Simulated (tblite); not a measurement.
C₈H₁₄P (charge +1).
Numbering: `[CH3:1][CH2:2][C:3]1=[CH:4][C:5]([CH3:6])=[CH:7][P@H+:8]1[CH3:9]` (hydrogens: H10, H11, H12 on C1; H13, H14 on C2; H15 on C4; H16, H17, H18 on C6; H19 on C7; H20 on P8; H21, H22, H23 on C9)

Structure used (GFN2-xTB), in Å, numbered top down from 1:
```
atom  x, y, z in Å
C1    -2.711   -0.760    0.823
C2    -1.805   -1.139   -0.344
C3    -0.430   -0.599   -0.159
C4     0.762   -1.175   -0.394
C5     1.949   -0.362   -0.106
C6     3.300   -0.907   -0.353
C7     1.670    0.871    0.379
P8    -0.095    1.056    0.495
C9    -0.783    2.435   -0.449
H10   -2.333   -1.180    1.753
H11   -3.714   -1.143    0.660
H12   -2.774    0.326    0.925
H13   -1.756   -2.224   -0.451
H14   -2.225   -0.738   -1.271
H15    0.873   -2.175   -0.780
H16    3.472   -1.772    0.288
H17    3.379   -1.254   -1.383
H18    4.071   -0.167   -0.161
H19    2.387    1.623    0.656
H20   -0.501    1.172    1.807
H21   -0.401    3.372   -0.043
H22   -1.871    2.429   -0.392
H23   -0.470    2.337   -1.490
```

All values are computed: GFN2-xTB (tblite) harmonic vibrations without scaling, gas phase. This tight-binding method is rough: wavenumbers can miss measured ones by several per cent, in bad cases by 10 to 20. Modes of hydrogen on phosphorus can be 10 to 20 % off. One conformer, not necessarily the lowest.

Harmonic wavenumbers (cm⁻¹): 61.6, 102.4, 128.9, 132.7, 144.4, 158.9, 200.4, 228.9, 278.2, 306.2, 383.3, 423.7, 495.5, 522.6, 552.0, 636.3, 705.8, 717.4, 750.0, 793.6, 813.1, 836.8, 868.8, 885.3, 921.1, 948.3, 978.3, 999.7, 1004.1, 1061.5, 1083.0, 1102.5, 1145.4, 1196.5, 1223.9, 1286.0, 1303.4, 1314.8, 1380.8, 1384.7, 1385.1, 1408.1, 1437.1, 1442.4, 1450.0, 1477.8, 1489.4, 1556.9, 1618.0, 2404.9, 2948.5, 2979.5, 2984.1, 2989.1, 2996.5, 3004.5, 3006.7, 3022.6, 3039.3, 3064.4, 3069.0, 3111.9, 3123.3.

A = 2041, B = 1058, C = 771.2 MHz; mass 141.083 u (most abundant isotopes); point group C1, symmetry number 1.

Problem. Zero-point energy?

Solution. ½Σν̃ = 42235 cm⁻¹ = 505.24 kJ/mol.

Problem. What is S at 273.15 K and 1 bar for an ideal gas of classical rigid rotors and harmonic oscillators?

Solution. Translation 168.76, rotation 122.95, vibration 124.84: S = 416.6 J/(mol K).

Problem. And Cp and H(273.15 K) − H(0)?

Solution. Cp = 172.36 J/(mol K), of which vibrations give 139.10 (their classical limit is 63 R = 523.8); H(273.15 K) − H(0) = 27.98 kJ/mol without the zero-point energy, 18.90 from vibrations.

Problem. Which modes carry the vibrational entropy at 273.15 K?

Solution. 61.6 cm⁻¹: 17.71; 102.4 cm⁻¹: 13.55; 128.9 cm⁻¹: 11.69; 132.7 cm⁻¹: 11.46; 144.4 cm⁻¹: 10.79; 158.9 cm⁻¹: 10.03 J/(mol K); the other 57 give 49.62 together.

Problem. How do the functions run with temperature in this model?

Solution. 
```csv
T (K),S (J/(mol K)),Cp (J/(mol K)),H − H(0) (kJ/mol),G − H(0) (kJ/mol),ln q(vib)
100,293.8,87.0,5.63,-23.75,1.50
200,369.0,135.1,16.75,-57.05,4.47
300,433.4,186.4,32.80,-97.21,7.51
500,551.6,280.1,79.90,-195.91,13.62
800,705.0,371.8,178.89,-385.12,22.52
1000,792.6,412.2,257.50,-535.05,28.08
```

q(vib) and H(0) count from the zero-point level.

Problem. What must be added to the electronic energy to get the Gibbs energy at 273.15 K and 1 bar?

Solution. ZPE + [H(273.15 K) − H(0)] − T·S = 505.24 + 27.98 − 113.78 = 419.44 kJ/mol.

Hindered rotation and anharmonicity are outside this model. Other conformers, if any are populated, would add a mixing term that is left out. The structure is chiral; the term R ln 2 for an equal mix with its mirror image is left out.

Hardware: Intel Xeon Platinum 8488C, one thread, shared host. Cost: 1.3 s. This covers the Hessian and the dipole derivatives.
